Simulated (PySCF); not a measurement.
Run record for `FC(F)OC1=CC=C[C@H]1F`: PBE0/ANO-RCC-VDZP, start guess atom, energy threshold 1e-07 Eh, full TDDFT, 3 singlets.

Method: TDDFT PBE0/ANO-RCC-VDZP, vertical, gas phase, core orbitals frozen in the response (PySCF 2.14.0, density-fitted response routines). Geometry: GFN2-xTB. The command runs a driver script over a list of jobs; the input below is this job's line of settings and its coordinates in Å.

Command:
```bash
OMP_NUM_THREADS=1 python probes_run.py task.json out
```

Input:
```
{"job": {"kind": "uv", "xc": "PBE0", "basis": "ANO-RCC-VDZP", "nstates": 3, "ntriplets": 5, "tda": false, "scf": {"guess": "atom", "conv": 1e-07}}, "charge": 0, "multiplicity": 1}
F      3.337204    -1.235181    -0.480139
C      2.319077    -0.415631    -0.198982
F      2.516809     0.704730    -0.941731
O      1.176707    -1.050845    -0.567260
C     -0.024611    -0.510542    -0.195613
C     -1.218019    -1.101708    -0.348035
C     -2.253497    -0.197275     0.124491
C     -1.711770     0.948102     0.546766
C     -0.226173     0.900782     0.320861
F      0.509331     1.198150     1.445759
H      2.378448    -0.126126     0.864468
H     -1.394223    -2.085096    -0.737400
H     -3.297046    -0.451878     0.127922
H     -2.195175     1.800964     0.980942
H      0.078523     1.629545    -0.445996
```

Output:
```
final grid: 140128 points
cycle   1  E = -605.6383093477  dE =  2.986e+00  |g| = 1.063e+00  |ddm| = 5.796e+00
cycle   2  E = -605.5509320934  dE =  8.738e-02  |g| = 1.251e+00  |ddm| = 1.976e+00
cycle   3  E = -605.8915711187  dE = -3.406e-01  |g| = 1.846e-01  |ddm| = 1.260e+00
cycle   4  E = -605.8983300037  dE = -6.759e-03  |g| = 8.104e-02  |ddm| = 2.670e-01
cycle   5  E = -605.8997896733  dE = -1.460e-03  |g| = 2.379e-02  |ddm| = 9.550e-02
cycle   6  E = -605.8999063845  dE = -1.167e-04  |g| = 6.258e-03  |ddm| = 2.448e-02
cycle   7  E = -605.8999143530  dE = -7.968e-06  |g| = 1.506e-03  |ddm| = 6.151e-03
cycle   8  E = -605.8999148092  dE = -4.563e-07  |g| = 3.137e-04  |ddm| = 1.426e-03
cycle   9  E = -605.8999148259  dE = -1.670e-08  |g| = 1.859e-04  |ddm| = 4.743e-04
converged SCF energy = -605.8999148259

Static polarisability (au): isotropic 66.274, principal 42.975 69.097 86.750

Singlet excitations
state   eV       nm        f      main configurations
  1   4.0617    305.3   0.06620   H->L 0.99
  2   5.9960    206.8   0.00372   H->L+1 0.99
  3   6.4697    191.6   0.02721   H-1->L 0.59, H-2->L 0.25

Triplet excitations (Tamm-Dancoff, eV): 2.3868 4.7967 5.9252 6.1633 6.2764
```

H and L stand for HOMO and LUMO; the number after each pair is its weight.

Problem. How does the lowest singlet excitation compare with the HOMO–LUMO gap?

Solution. HOMO -6.58 eV and LUMO -1.61 eV give a gap of 4.97 eV; S1 at 4.06 eV lies 0.91 eV below it.

Problem. Which computed singlet has the largest oscillator strength, and what do all of them sum to?

Solution. State 1 at 4.06 eV (305 nm), f = 0.066; the 3 states sum to 0.097.

In short: SCF converged in 9 cycles with 165 basis and 1083 fitting functions; HOMO -6.58 eV, LUMO -1.61 eV; lowest singlet 4.06 eV; lowest triplet 2.39 eV (Tamm–Dancoff); mean polarisability 66.3 au.

ANO-RCC sets were contracted for a scalar-relativistic Hamiltonian, but ran non-relativistically here. The basis is contracted for a relativistic Hamiltonian, but the run is non-relativistic.

Problem. How long does this job take on an x86-64 server with one thread, shared host?

Solution. About 63 s.

Shape of the structure used: `[F:1][CH:2]([F:3])[O:4][C:5]1=[CH:6][CH:7]=[CH:8][C@H:9]1[F:10]`: F1–C2–O4–C5 170°, C2–O4–C5–C6 -172°.

One conformer stands for the species.
